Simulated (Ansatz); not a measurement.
`F[SiH](F)[SiH3]` + H₂ → `F[SiH2][SiH3]` + H–F at 600 K and 1 bar (hydrogenolysis of the Si–F bond).

Isolated molecules relaxed with PBE0-D4/def2-TZVP in Ansatz; ΔE leaves out vibrations. CBS: MP2 limit from def2 TZ/QZ plus the TZ coupled-cluster correction, frozen cores. This one scheme is used for every species.

```
          species  CCSD(T)/CBS energy (Eh)  H − E (kJ/mol)  S (J/(mol·K))
`F[SiH](F)[SiH3]`               -780.26920           158.1          412.5
               H₂                 -1.17544            43.9          150.8
  `F[SiH2][SiH3]`               -681.00067           166.4          386.0
              H–F               -100.39570            42.3          194.0
```

H − E and S are ideal-gas, rigid-rotor, harmonic terms from PBE0-D4/def2-TZVP. The MP2-based limit puts H₂ 0.8 mEh under its directly extrapolated value; such offsets cancel only in part. 1 Eh = 2625.50 kJ/mol, R = 8.31446 J/(mol·K).

Task: By hand: ΔE, ΔH, ΔS and ΔG.

Result: ΔE = (-681.00067) + (-100.39570) − (-780.26920) − (-1.17544) = 0.04827 Eh = 126.7 kJ/mol. Δ(H − E) = 166.4 + 42.3 − 158.1 − 43.9 = 6.7, so ΔH = 133.4 kJ/mol. ΔS = 386.0 + 194.0 − 412.5 − 150.8 = 16.7 J/(mol·K). ΔG = 133.4 − 600 × (16.7)/1000 = 123.4 kJ/mol.

Task: By hand: the equilibrium constant, and the temperature at which ΔG would vanish if ΔH and ΔS stayed fixed.

Result: log₁₀ K = −ΔG/(RT ln 10) = -10.7. ΔG = 0 at ΔH/ΔS = 7988 K, far beyond where these terms or the molecules hold.

ΔH outweighs TΔS. A doubt of 5 kJ/mol in ΔE shifts log₁₀ K by 0.4 here. These are equilibria of isolated gas molecules and say nothing of rates. Largest T1 diagnostic: 0.013 (customary marks: 0.02 for closed shells, 0.045 for open ones).
